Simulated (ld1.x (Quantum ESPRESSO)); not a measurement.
## Transferability test, TM potential for N (Z = 7)

```json
{
 "Element": "N",
 "Generator": "ld1.x (Quantum ESPRESSO) 7.5",
 "Type": "norm-conserving Troullier–Martins (Kleinman–Bylander form)",
 "Functional": "PBE",
 "Relativity": "scalar-relativistic",
 "Frozen core": "[He]",
 "Valence charge": "5",
 "Reference configuration": "2s1.5 2p3.5",
 "Partial waves": "2p (bound): rc 1.85 bohr; 3d channel at 0.15 Ry: rc 1.80 bohr; 2s (bound): rc 1.00 bohr",
 "Local potential": "the s channel",
 "Core correction": "a·sin(br)/r model core, default radius (core density twice the valence density)"
}
```

Energies are relative to the spin-unpolarised reference configuration 2s1.5 2p3.5; without spin polarisation the order of configurations can differ from experiment.

```tsv
valence configuration	charge	ΔE all-electron (eV)	error AE − PS (meV)
2s2 2p3	0	-5.750	+0.1
2s2 2p2	+1	7.841	+60
2s2 2p1	+2	36.695	+370
2s2 2p2.5	+0.5	-0.657	+16
2s2 2p0	+3	83.777	+1393
2s2 2p3.3	-0.3	-7.369	-3.9
```

(1) What are ΔE and the potential's error for 2s1 2p0?

Levels in the configuration 2s2 2p0:

```
level  all-electron (eV)  pseudo (eV)
   2s            -68.125      -67.354
```

Answers

(1) ΔE = 161.596 eV all-electron; the error (AE − PS) is +2267 meV.
